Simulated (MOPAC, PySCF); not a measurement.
Molecule: CCl, net charge 0, doublet state. SMILES: [C]Cl
Structure (B3LYP-D3(BJ)/def2-TZVP (Ansatz) minimum search):
```
C
Cl 1 1.6564
```
Charge 0, spin multiplicity 2.

Unscaled harmonic wavenumbers (cm⁻¹) in rising order, each level at the stationary point that it reaches from this structure (no distance between atoms moves by over 0.3 Å); the order of modes can differ between levels, and a negative number is imaginary. B3LYP-D3(BJ)/def2-TZVP (PySCF, at the structure above): 852.

PM3 (MOPAC): 1051. Zero-point energy 1.5 against 1.2 kcal/mol; where all levels lie over 400 cm⁻¹, the wavenumbers are on average 1.233 times those of B3LYP-D3(BJ)/def2-TZVP.

PM6 (MOPAC): 783. Zero-point energy 1.1 against 1.2 kcal/mol; where all levels lie over 400 cm⁻¹, the wavenumbers are on average 0.918 times those of B3LYP-D3(BJ)/def2-TZVP.
